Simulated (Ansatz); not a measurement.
The cluster InSi6⁻, relaxed as a singlet with RKS PBE0-D4/def2-SVPD in Ansatz, starting from the GFN2-xTB geometry. Force threshold 0.02 eV/Å.

In the def2 sets In takes a core potential; there is no spin–orbit coupling. The restricted singlet is unstable towards broken spin symmetry in Hartree–Fock (as tested in another run); at PBE0-D4/def2-SVPD this wasn't settled. Another isomer (singlet) lies 1.38 eV lower at PBE0-D4/def2-TZVPD; other spin states weren't run for this one.

Start:

Cartesian coordinates in Å:
```
In -0.434 0.754 -1.575
Si 0.529 -2.242 1.147
Si -1.475 2.751 -0.086
Si 1.942 -0.189 -2.451
Si -0.984 -0.953 2.195
Si 1.544 -1.200 -0.534
Si -1.121 1.079 1.304
```

```csv
step,energy (eV),largest force component (eV/Å),SCF passes
1,-52404.3491,1.051,20
2,-52404.7661,0.451,28
3,-52404.9131,0.316,28
4,-52405.0150,0.218,28
5,-52405.1340,0.523,32
6,-52405.3900,0.977,30
7,-52405.6609,0.745,28
8,-52405.8313,0.248,27
9,-52405.8528,0.133,24
10,-52405.8558,0.063,23
11,-52405.8563,0.058,19
12,-52405.8570,0.020,21
```

Force components are those of the run's own axes.

End:

```xyz
7

In    0.1339    1.4286   -1.6496
Si    0.3455   -1.7888    1.2842
Si   -1.5361    2.3109    0.0607
Si    1.8908   -0.3477   -2.5846
Si   -1.1536   -0.9252    2.7176
Si    1.0915   -1.0224   -0.6656
Si   -0.7720    0.3447    0.8372
```

Bonds formed: Si2–Si7 (atoms count from 1).

No frequencies were taken in this run, so the end may be a saddle point.

Run time 73 s (4 threads of Arm Neoverse V2 on a shared host), peak host memory 0.6 GiB.
